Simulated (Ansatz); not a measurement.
Relative stability

Two relaxed structures of SnH2Br (charge +1), singlet (PBE0-D4/def2-TZVP; forces vanish, vibrations not checked).

A:

Br1  (1.145, 0.412, 0.244)
Sn2  (-1.491, -0.331, -0.389)
H3  (-0.921, -1.838, 0.322)
H4  (1.124, 1.766, -0.229)
(Å)

B:

Br1  (-2.017, 0.135, -0.727)
Sn2  (0.213, -0.014, 0.077)
H3  (0.657, -1.499, 0.737)
H4  (1.147, 1.378, -0.087)
(Å)

Program: Ansatz 0.2.0. Basis: def2-TZVPP. Cores are frozen in the correlated methods. Filled d shells of the heavier atoms are correlated. Core potentials replace the inner electrons of the atoms past krypton. The def2 sets are not built for correlating such inner shells, so the correlated values are less sure here. B3LYP uses VWN-RPA correlation.

Q: Which structure is lower at CCSD(T), and by how much? (An estimate is asked for; the value comes from the calculation.)

A: Computed: A, by 0.107 eV (electronic energy, against the other). By their contacts, A is SnH₂Br ([BrH][SnH]), total charge +1 and B is SnH₂Br ([Br][SnH2]), total charge +1.

Q: Do the other methods give the same order? (Judge from chemistry; the calculation decides.)

A: Computed: Not all: HF gives the other order.

```
   method  E(B) − E(A) (eV)
   PBE-D4             0.183
r2SCAN-D4             0.038
  PBE0-D4             0.091
 B3LYP-D4             0.254
  wB97M-V             0.122
       HF            -0.013
      MP2             0.156
     CCSD             0.135
  CCSD(T)             0.107
```

The T1 diagnostic stays at or below 0.014.

Labels in which every atom is bracketed show which atoms are joined, not bond orders.

For scale, one of the runs: CCSD(T)/def2-TZVPP, 126 basis functions, launched by `ansatz run in.yaml --threads 2 --pin off --events-out ev --progress --plain --max-ram 4352MiB`. Hardware: 2 CPU threads of an Arm Neoverse V1, shared host. Wall time 23 s; peak host memory 0.67 GiB.
